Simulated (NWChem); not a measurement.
System: Si2H5Cl; SMILES [SiH3][SiH2]Cl

**Question.** Give the equilibrium geometry at PBE0/def2-SVP (NWChem) as a Z-matrix, with the point group.

**Answer.** point group Cs; any orientation.
```
Si
H 1 1.4923
H 1 1.4923 2 108.78
Cl 1 2.0803 2 108.33 3 117.56
Si 1 2.3435 2 111.75 3 -123.86
H 5 1.4936 1 109.42 2 -58.96
H 5 1.4936 6 109.44 1 119.89
H 5 1.4959 6 109.29 7 119.64
```
